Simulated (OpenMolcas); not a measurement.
**OpenMolcas run: Pd3+**

Pd3+ with 5 ligands (fluoride) in square pyramidal coordination (C4v) at 2 Å, the axial distance 2.280 Å. A charge of +0.4 e stands 2.4 Å behind each ligand. Ligand basis ANO-RCC-VDZP.

Input:

```
&GATEWAY
Coord
6

Pd 0.0 0.0 0.0
F 2.000000 0.000000 0.000000
F 0.000000 2.000000 0.000000
F -2.000000 0.000000 0.000000
F 0.000000 -2.000000 0.000000
F 0.000000 0.000000 2.280000
Basis=Pd.ANO-RCC-VTZP,F.ANO-RCC-VDZP
Group=NoSym
NoMove
AngMom=0.0 0.0 0.0
AMFI
RICD
XField
5 Angstrom 0
4.400000 0.000000 0.000000 0.400000
0.000000 4.400000 0.000000 0.400000
-4.400000 0.000000 0.000000 0.400000
0.000000 -4.400000 0.000000 0.400000
0.000000 0.000000 4.680000 0.400000
&SEWARD
* reference wave functions (RASSCF and RASSI steps not shown): 7 electrons in 5 orbitals (4d)
>>> COPY JOB001 $Project.JobIph
&CASPT2
Multistate=10 1 2 3 4 5 6 7 8 9 10
NoMult
Frozen=19
IPEA=0.25
Imaginary=0.1
MaxIter=60
WThr=0.0 0.3 0.05
PrWF=0.5
NoMix
>>> COPY JOB002 $Project.JobIph
&CASPT2
Multistate=40 1 2 3 4 5 6 7 8 9 10 11 12 13 14 15 16 17 18 19 20 21 22
23 24 25 26 27 28 29 30 31 32 33 34 35 36 37 38 39 40
NoMult
Frozen=19
IPEA=0.25
Imaginary=0.1
MaxIter=60
WThr=0.0 0.3 0.05
PrWF=0.5
NoMix
```

Launched by
```bash
OMP_NUM_THREADS=1 MOLCAS_MEM=2457 MOLCAS_PROJECT=a pymolcas a.inp > a.log  # once for each step of the input, in one work folder
```

Output, cut to the results:

```
--- CASPT2 ---
Orbital specifications:
      -----------------------

      Symmetry species                           1
                                                 a
      Frozen orbitals                           19
      Inactive orbitals                         24
      Active orbitals                            5
      Secondary orbitals                        90
      Deleted orbitals                           0
      Number of basis functions                138
Type of calculation                        SS-CASPT2
      Fock operator                              state-specific
      IPEA shift                                 0.25
      Real shift                                 0.00
      Imaginary shift                            0.10
      The input orbitals will be transformed to quasi-canonical
Reference energy:       -5540.1976736752
      E2 (Non-variational):      -1.6711138537
      Shift correction:          -0.0013699173
      E2 (Variational):          -1.6724837710
      Total energy:           -5541.8701574462
      Residual norm:              0.0000003355
      Reference weight:           0.71239
      Contributions to the CASPT2 correlation energy
      Active & Virtual Only:         -0.1428559188
      One Inactive Excited:          -0.3340128358
      Two Inactive Excited:          -1.1942450991
Reference energy:       -5540.1868533057
      E2 (Non-variational):      -1.6709672591
      Shift correction:          -0.0018524645
      E2 (Variational):          -1.6728197235
      Total energy:           -5541.8596730292
      Residual norm:              0.0000008134
      Reference weight:           0.70776
      Contributions to the CASPT2 correlation energy
      Active & Virtual Only:         -0.1417644686
      One Inactive Excited:          -0.3364488078
      Two Inactive Excited:          -1.1927539827
::    CASPT2 Root  1     Total energy:  -5541.87015745
::    CASPT2 Root  2     Total energy:  -5541.85967303
::    CASPT2 Root  3     Total energy:  -5541.85967303
::    CASPT2 Root  4     Total energy:  -5541.82243898
::    CASPT2 Root  5     Total energy:  -5541.81798425
::    CASPT2 Root  6     Total energy:  -5541.81798426
::    CASPT2 Root  7     Total energy:  -5541.73837410
::    CASPT2 Root  8     Total energy:  -5541.73837408
::    CASPT2 Root  9     Total energy:  -5541.71080376
::    CASPT2 Root 10     Total energy:  -5541.69442221
--- CASPT2 ---
Orbital specifications:
      -----------------------

      Symmetry species                           1
                                                 a
      Frozen orbitals                           19
      Inactive orbitals                         24
      Active orbitals                            5
      Secondary orbitals                        90
      Deleted orbitals                           0
      Number of basis functions                138
Type of calculation                        SS-CASPT2
      Fock operator                              state-specific
      IPEA shift                                 0.25
      Real shift                                 0.00
      Imaginary shift                            0.10
      The input orbitals will be transformed to quasi-canonical
Reference energy:       -5540.2196017382
      E2 (Non-variational):      -1.7084125424
      Shift correction:          -0.0014133648
      E2 (Variational):          -1.7098259072
      Total energy:           -5541.9294276454
      Residual norm:              0.0000004154
      Reference weight:           0.70655
      Contributions to the CASPT2 correlation energy
      Active & Virtual Only:         -0.1438433375
      One Inactive Excited:          -0.3470719897
      Two Inactive Excited:          -1.2174972152
Reference energy:       -5540.1826586225
      E2 (Non-variational):      -1.7022830890
      Shift correction:          -0.0015340232
      E2 (Variational):          -1.7038171122
      Total energy:           -5541.8864757347
      Residual norm:              0.0000006543
      Reference weight:           0.70564
      Contributions to the CASPT2 correlation energy
      Active & Virtual Only:         -0.1422706730
      One Inactive Excited:          -0.3497094696
      Two Inactive Excited:          -1.2103029464
::    CASPT2 Root  1     Total energy:  -5541.92942765
::    CASPT2 Root  2     Total energy:  -5541.88647573
::    CASPT2 Root  3     Total energy:  -5541.88647572
::    CASPT2 Root  4     Total energy:  -5541.87402478
::    CASPT2 Root  5     Total energy:  -5541.84076367
::    CASPT2 Root  6     Total energy:  -5541.83834810
::    CASPT2 Root  7     Total energy:  -5541.83226661
::    CASPT2 Root  8     Total energy:  -5541.82369148
::    CASPT2 Root  9     Total energy:  -5541.82369149
::    CASPT2 Root 10     Total energy:  -5541.82156957
::    CASPT2 Root 11     Total energy:  -5541.82156958
::    CASPT2 Root 12     Total energy:  -5541.78225380
::    CASPT2 Root 13     Total energy:  -5541.79328684
::    CASPT2 Root 14     Total energy:  -5541.79327682
::    CASPT2 Root 15     Total energy:  -5541.78424291
::    CASPT2 Root 16     Total energy:  -5541.77575336
::    CASPT2 Root 17     Total energy:  -5541.78329450
::    CASPT2 Root 18     Total energy:  -5541.78130792
::    CASPT2 Root 19     Total energy:  -5541.78130792
::    CASPT2 Root 20     Total energy:  -5541.72758891
::    CASPT2 Root 21     Total energy:  -5541.71099040
::    CASPT2 Root 22     Total energy:  -5541.71209363
::    CASPT2 Root 23     Total energy:  -5541.71209364
::    CASPT2 Root 24     Total energy:  -5541.71798348
::    CASPT2 Root 25     Total energy:  -5541.69911376
::    CASPT2 Root 26     Total energy:  -5541.69911375
::    CASPT2 Root 27     Total energy:  -5541.67211998
::    CASPT2 Root 28     Total energy:  -5541.68031626
::    CASPT2 Root 29     Total energy:  -5541.68597399
::    CASPT2 Root 30     Total energy:  -5541.68597399
```

Spin-orbit levels above the lowest, with the averaged single-state CASPT2 energies on the diagonal:

```json
{"E (cm-1)": "0", "Degeneracy": "2", "2S+1": "2", "g": "1.97 2.62 2.62"}
{"E (cm-1)": "8550", "Degeneracy": "2", "2S+1": "2", "g": "1.20 1.20 3.32"}
{"E (cm-1)": "10720", "Degeneracy": "2", "2S+1": "2", "g": "0.19 0.53 0.53"}
{"E (cm-1)": "12510", "Degeneracy": "2", "2S+1": "4", "g": "2.00 5.37 5.37"}
{"E (cm-1)": "12720", "Degeneracy": "2", "2S+1": "2 (70 %)", "g": "0.71 1.30 1.30"}
{"E (cm-1)": "12960", "Degeneracy": "2", "2S+1": "4 (73 %)", "g": "0.88 0.88 3.17"}
{"E (cm-1)": "15060", "Degeneracy": "2", "2S+1": "4", "g": "3.22 3.22 4.00"}
{"E (cm-1)": "15360", "Degeneracy": "2", "2S+1": "4 (86 %)", "g": "2.28 2.28 2.54"}
{"E (cm-1)": "16330", "Degeneracy": "2", "2S+1": "4", "g": "0.12 2.04 2.04"}
{"E (cm-1)": "16440", "Degeneracy": "2", "2S+1": "4", "g": "0.72 2.03 2.03"}
{"E (cm-1)": "19560", "Degeneracy": "2", "2S+1": "2", "g": "1.83 2.80 2.80"}
{"E (cm-1)": "20700", "Degeneracy": "2", "2S+1": "2 (88 %)", "g": "1.73 1.73 2.13"}
{"E (cm-1)": "20830", "Degeneracy": "2", "2S+1": "2 (86 %)", "g": "1.60 2.47 2.47"}
{"E (cm-1)": "22830", "Degeneracy": "2", "2S+1": "2 (57 %)", "g": "0.03 0.03 3.89"}
{"E (cm-1)": "23380", "Degeneracy": "2", "2S+1": "2 (61 %)", "g": "0.09 0.92 0.92"}
{"E (cm-1)": "23890", "Degeneracy": "2", "2S+1": "2 (85 %)", "g": "0.84 0.84 1.28"}
{"E (cm-1)": "24530", "Degeneracy": "2", "2S+1": "2 (85 %)", "g": "1.01 1.01 1.86"}
{"E (cm-1)": "24800", "Degeneracy": "2", "2S+1": "4 (65 %)", "g": "0.09 1.55 1.55"}
{"E (cm-1)": "25080", "Degeneracy": "2", "2S+1": "4 (75 %)", "g": "1.60 1.60 1.84"}
{"E (cm-1)": "25190", "Degeneracy": "2", "2S+1": "4", "g": "0.37 0.37 5.32"}
```

Over all roots computed the reference weight is 0.67 to 0.72; the roots of lowest weight are the least certain, and an intruder state may touch them. This shell can be high or low spin here, a state of another spin lies low, and with metal d orbitals alone active their balance is uncertain, so the ground spin may be wrong, although the usual error favours high spin. The least metal-like active orbital is 75 % on the metal (Löwdin) and no ligand orbital is active, so the numbers are rough. Ligand-to-metal charge-transfer states are missing. With no ligand orbital active B as a rule stays too high, so bands that hang on it stand too high and its fall with covalency is understated. No measured value stands beside these numbers; the geometry is a model, was not optimised and need not be the one that this ion takes.

The CASPT2 steps took 6.9 min on 1 thread of Arm Neoverse V2, on a shared host; the integral step is not counted.
